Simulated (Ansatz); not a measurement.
The cluster K₂S₂⁻. Charge -1, multiplicity 4. Geometry r2SCAN-D4/def2-TZVPD.

```xyz
4

K    -2.490    0.330    1.656
K     2.495   -0.341   -1.647
S    -0.463   -0.692   -0.559
S     0.459    0.703    0.549
```

B3LYP takes the VWN-RPA correlation. At PBE-D4/def2-TZVPD, r2SCAN-D4/def2-TZVPD, B97M-V/def2-TZVPD, B3LYP-D4/def2-TZVPD the highest occupied level of the charge -1 quartet lies above zero (up to 0.81 eV). It is a level of α spin, whose loss leaves a triplet; that state wasn't run at this geometry and level. The electron is either unbound and held by the finite basis, or the level is raised by self-interaction error. At PBE0-D4/def2-TZVPD a doublet of charge -1 lies 0.88 eV below the quartet, each at its own geometry. The structure comes from a short search, and lower isomers may exist.

(1) Estimate the α-spin orbital energies around the gap (eV) in Ansatz with PBE-D4/def2-TZVPD, r2SCAN-D4/def2-TZVPD, B97M-V/def2-TZVPD, B3LYP-D4/def2-TZVPD, ωB97X-V/def2-TZVPD.

## Answers

(1) 
| orbital | PBE-D4/def2-TZVPD | r2SCAN-D4/def2-TZVPD | B97M-V/def2-TZVPD | B3LYP-D4/def2-TZVPD | ωB97X-V/def2-TZVPD |
| --- | --- | --- | --- | --- | --- |
| HOMO−5 | -5.05 | -5.52 | -5.12 | -6.07 | -9.12 |
| HOMO−4 | -4.79 | -5.18 | -4.91 | -5.78 | -8.85 |
| HOMO−3 | -2.11 | -2.50 | -2.07 | -2.99 | -5.68 |
| HOMO−2 | -1.85 | -2.11 | -1.88 | -2.68 | -5.37 |
| HOMO−1 | 0.31 | 0.30 | 0.64 | 0.04 | -1.21 |
| HOMO | 0.42 | 0.40 | 0.81 | 0.16 | -1.08 |
| LUMO | 1.21 | 1.31 | 1.22 | 1.58 | 2.47 |
| LUMO+1 | 1.33 | 1.38 | 1.29 | 1.65 | 2.47 |
| LUMO+2 | 1.44 | 1.47 | 1.47 | 1.77 | 2.70 |
| LUMO+3 | 1.47 | 1.51 | 1.47 | 1.79 | 2.70 |
| LUMO+4 | 1.73 | 1.87 | 1.59 | 2.08 | 3.01 |
| LUMO+5 | 1.87 | 1.94 | 1.65 | 2.19 | 3.24 |
| β HOMO | -1.65 | -1.86 | -1.59 | -2.48 | -5.15 |
| β LUMO | -1.10 | -0.99 | -0.77 | -0.39 | 1.64 |
